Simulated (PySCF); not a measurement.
The potential of point charges around `O=C([O-])O[C@H](F)C(F)F`

Species: `O=C([O-])O[C@H](F)C(F)F`, charge -1. Coordinates (GFN2-xTB, Å) and charges (e) from the PBE0/pcSseg-1 density (PySCF):

| atom | x | y | z | Mulliken | IAO | Hirshfeld | ESP-fitted |
| --- | --- | --- | --- | --- | --- | --- | --- |
| O1 | 1.591 | -0.102 | -1.871 | -0.5266 | -0.5709 | -0.3461 | -0.6841 |
| C2 | 2.065 | 0.153 | -0.802 | +0.6112 | +0.6471 | +0.1951 | +0.9192 |
| O3 | 3.127 | 0.291 | -0.280 | -0.4958 | -0.5546 | -0.3697 | -0.6630 |
| O4 | 0.895 | 0.364 | 0.332 | -0.5908 | -0.4973 | -0.2430 | -0.5796 |
| C5 | -0.341 | 0.339 | -0.111 | +0.4126 | +0.3236 | +0.0630 | +0.4709 |
| F6 | -0.921 | 1.643 | -0.136 | -0.3967 | -0.3915 | -0.1934 | -0.3449 |
| C7 | -1.265 | -0.445 | 0.836 | +0.4784 | +0.4201 | +0.1166 | +0.1441 |
| F8 | -0.946 | -1.760 | 0.851 | -0.3154 | -0.3113 | -0.1233 | -0.2036 |
| F9 | -2.568 | -0.394 | 0.444 | -0.3282 | -0.3221 | -0.1373 | -0.2292 |
| H10 | -0.433 | -0.027 | -1.152 | +0.0846 | +0.1281 | +0.0080 | +0.0549 |
| H11 | -1.199 | -0.060 | 1.863 | +0.0668 | +0.1288 | +0.0299 | +0.1153 |

Points outside the species (Å): A (-4.7, -1.8, -2.5); B (0.8, 1.3, -5.3); C (-7.5, 0.2, -0.7).

Task: Find the potential V = 14.3996 V·Å × Σ q/r of each set of charges at these points.

Result: In volts:

```
point  nearest atom  distance (Å)  Mulliken     IAO  Hirshfeld  ESP-fitted
    A            F9          3.90    -2.305  -2.305     -2.287      -2.266
    B            O1          3.79    -2.783  -2.830     -2.839      -2.853
    C            F9          5.10    -1.796  -1.784     -1.751      -1.754
```

Task: How far are the other sets from the ESP-fitted one at these points?

Result: Root-mean-square difference: Hirshfeld 0.015 V, IAO 0.031 V, Mulliken 0.052 V. The ESP scheme fits charges at the nuclei, held to the total charge, to the electrostatic potential on points at 1.4 to 2.0 times the van der Waals radii.

Task: What energy would a point charge of +2 e have at B in the field of the ESP charges, leaving out polarisation?

Result: -5.707 eV = -550.6 kJ/mol, an attraction. The total charge alone, placed at the mean of the coordinates, would give -5.224 eV.

Isolated species at its GFN2-xTB geometry (one conformer only). The pcSseg-1 basis has no diffuse functions, a weakness for an anion.

The values belong to the conformer `[O:1]=[C:2]([O-:3])[O:4][C@H:5]([F:6])[CH:7]([F:8])[F:9]`: O1–C2–O4–C5 -6°, C2–O4–C5–F6 -106°, O4–C5–C7–F8 -67°.
